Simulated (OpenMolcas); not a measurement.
# Ni2+ in a ligand field

Ni2+ with 3 ligands (fluoride) in trigonal planar coordination (D3h) at 1.8 Å. A charge of +0.333 e stands 2.8 Å behind each ligand. Ligand basis ANO-RCC-VDZP.

| Property | Result |
| --- | --- |
| Program | OpenMolcas 26.06 |
| Method | SS-CASPT2, IPEA 0.25 Eh, imaginary shift 0.1 Eh (closed shells correlated: 3s 3p and the ligand valence shells) |
| Basis | ANO-RCC-VDZP [5s4p2d1f] |
| Scalar Hamiltonian | DKH2, point nucleus |
| Active space | 8 electrons in 5 orbitals (3d) |
| State averaging | 2S+1 = 3 even, 10 roots; 2S+1 = 1 even, 15 roots |
| Spin-orbit coupling | state interaction with AMFI integrals over the reference wave functions |

The lowest spin-free states (labels of D3, the rotations of D3h), above the lowest:

```
State  Degeneracy  E (cm-1)  Free-ion L (%)
  3A1           1         0         F (100)
  3A2           1        38         F (100)
  3A2           1       520          F (79)
   3E           2      3110          F (95)
   3E           2      3550         F (100)
  1A1           1      8150          D (95)
   1E           2     11990          D (97)
   1E           2     12020         G (100)
  3A2           1     15680          P (79)
   1E           2     16380          D (91)
  1A1           1     20560         G (100)
  1A2           1     20760         G (100)
   3E           2     24910          P (95)
   1E           2     29250          G (92)
   1E           2     32930          G (97)
  1A1           1     34010          G (98)
  1A1           1     52160          S (97)
```

The lowest levels with spin-orbit coupling:

```tsv
E (cm-1)	Degeneracy	Label	2S+1	g
0	2	E	3	0.00 0.00 9.51
890	1	A2	3	
930	1	A1	3	
1100	1	A1	3	
1310	2	E	3	0.00 0.00 3.82
1860	2	E	3	0.00 0.00 1.64
3390	2	E	3	0.00 0.00 5.10
3920	2	E	3	0.00 0.00 1.43
3990	1	A2	3	
3990	1	A1	3	
4450	1	A2	3	
4590	1	A1	3	
5050	2	E	3	0.00 0.00 4.06
5480	2	E	3	0.00 0.00 0.05
9380	1	A1	1	
12970	2	E	1	0.00 0.00 1.66
13070	2	E	1	0.00 0.00 6.95
16690	1	A1	3	
16840	2	E	3	0.00 0.00 3.90
17360	2	E	1	0.00 0.00 3.53
```

Electric-dipole absorption from the lowest level at this geometry, strongest bands:

| E (cm-1) | λ (nm) | Label | f |
| --- | --- | --- | --- |
| 1310 | 7620 | E | 8.38e-06 |
| 3390 | 2950 | E | 1.57e-06 |
| 3920 | 2550 | E | 1.93e-06 |
| 4450 | 2250 | A2 | 1.89e-05 |
| 4590 | 2180 | A1 | 1.80e-05 |
| 16840 | 594 | E | 2.16e-06 |
| 17360 | 576 | E | 2.33e-06 |
| 25660 | 390 | E | 1.13e-04 |
| 26220 | 381 | A1 | 3.13e-05 |
| 26260 | 381 | A2 | 3.11e-05 |
| 30310 | 330 | E | 1.51e-06 |

Powder χT (cm3 K/mol): 2.83 at 2 K, 2.84 at 10 K, 2.88 at 50 K, 2.93 at 100 K, 3.04 at 200 K, 3.11 at 300 K. The effective moment at 300 K is 2.828 √(χT) = 4.99 μB.

The lowest level has 2S+1 = 3, for which the spin-only value is χT = S(S+1) / 2 = 1.000 cm3 K/mol (g = 2). The computed 3.114 at 300 K differs by +2.114, through orbital momentum, spin-orbit coupling and any other state in reach.

Roots that are degenerate in the reference are averaged as groups; the widest CASPT2 spread within a group is 90 cm-1 (the 2-fold group of multiplicity 1 near 12000 cm-1 above the lowest state of its run). Shifts and gaps below about the spread of the groups concerned are not significant. Spin-orbit coupling mixes the spin-free states strongly: the lowest level takes only 51 % from its leading state, 3A1. A single d shell leaves out the double-shell effect, which counts most for late 3d ions, where the CASPT2 field can be off either way by tens of per cent. Ligand-to-metal charge-transfer states are missing. For late 3d ions with one d shell CASPT2 can put B and the spin-flip bands somewhat low as well as high. Free-ion shares, where given, are those of the reference states; single-state CASPT2 does not remix them. No measured value stands beside these numbers; the geometry is a model, was not optimised and need not be the one that this ion takes.

The CASPT2 steps took 24 s on 1 thread of Intel(R) Xeon(R) Platinum 8488C (Sapphire Rapids), with other jobs on the host; the integral step is not counted.

With an even number of electrons the g values are those of a degenerate or nearly degenerate non-Kramers pair.
